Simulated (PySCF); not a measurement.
C₂H₅FSi₂, SMILES C(#C)[Si@@H](F)[SiH3]. The structure is a stationary point at PBE-D3(BJ)/def2-SVP. The structure was generated by enumeration; whether it is a known compound was not checked.

These are PBE-D3(BJ)/def2-SVP in PySCF values and carry that method's errors.

Harmonic wavenumbers (cm⁻¹): 85, 98, 149, 155, 278, 339, 404, 487, 516, 632, 686, 720, 743, 789, 832, 869, 896, 902, 2081, 2154, 2170, 2172, 2179, 3388. Rotational constants (GHz): 3.695, 2.052, 1.450; symmetry number 1.

### Question
Work out the zero-point energy and the ideal-gas rigid-rotor harmonic-oscillator thermochemistry at 298.15 K and 1 atm.

### Answer
ZPE = ½ Σ hcν = ½ × 23723 cm⁻¹ = 141.90 kJ/mol. H − E(el) = 165.31 kJ/mol. Entropy in J/(mol K): translation 166.70, rotation 116.19, vibration 82.41, total 365.30. G − E(el) = 56.40 kJ/mol. Cp = 121.90 J/(mol K). Modes under 150 cm⁻¹ make the vibrational entropy uncertain.
